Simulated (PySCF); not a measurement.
ClH₅N₂OSn. Atoms are numbered in the order given.

```xyz
10

N     -1.5227     1.4544    -0.3460
Sn    -0.0574     0.1209     0.1995
N      1.5356     0.9612     1.1855
O     -0.8054    -1.1706     1.5287
Cl     0.5696    -1.0320    -1.7966
H     -1.6118     1.4550    -1.3725
H     -1.2265     2.4031    -0.0730
H      2.3501     0.9964     0.5550
H      1.7975     0.3300     1.9584
H     -1.7719    -1.2306     1.3939
```
Charge 0, spin multiplicity 1.

Coordinates come from a PBE-D3(BJ)/def2-SVP optimisation. The def2 effective core potentials stand for the cores of Sn; spin–orbit coupling is left out. The values are those of a single conformer.

The numbers are results of M06-2X/def2-TZVP in PySCF, not measurements.

ESP charges are fitted to the potential on shells at 1.4 to 2.0 van der Waals radii. Atomic charges (e):

```tsv
atom	ESP fit	Mulliken
N1	-0.88	-0.80
Sn2	1.02	1.28
N3	-0.87	-0.80
O4	-0.71	-0.73
Cl5	-0.31	-0.37
H6	0.31	0.27
H7	0.36	0.27
H8	0.30	0.26
H9	0.37	0.28
H10	0.41	0.34
```
